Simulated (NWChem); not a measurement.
## Relativistic effects in selenium dioxide (O₂Se)

```xyz
3

O      1.3523     0.0000    -0.5852
Se     0.0000     0.0000     0.2754
O     -1.3523     0.0000    -0.5852
```
Charge 0, spin multiplicity 1.

Program: NWChem. All single points use one geometry, from PBE0/def2-SVP, a minimum by its harmonic frequencies.

Functional PBE0, all-electron basis x2c-SVPall-2c, contracted for the X2C Hamiltonian and used here with ZORA. The ion keeps the geometry and has multiplicity 2 in the scalar run; the spin-orbit run starts from the same electron counts.

The cost column gives rough processor time relative to scalar ZORA; each entry includes its own SCF.

No SCF solution was tested for a lower state.

```
Hamiltonian      ΔSCF ionisation energy (eV)  HOMO (eV)  LUMO (eV)  gap (eV)  relative cost
---------------  ---------------------------  ---------  ---------  --------  -------------
scalar ZORA                            11.71      -8.94      -3.86      5.08              1
spin-orbit ZORA                        11.70      -8.94      -3.86      5.08        under 3
```

From scalar ZORA to spin-orbit ZORA the ionisation energy hardly moves.
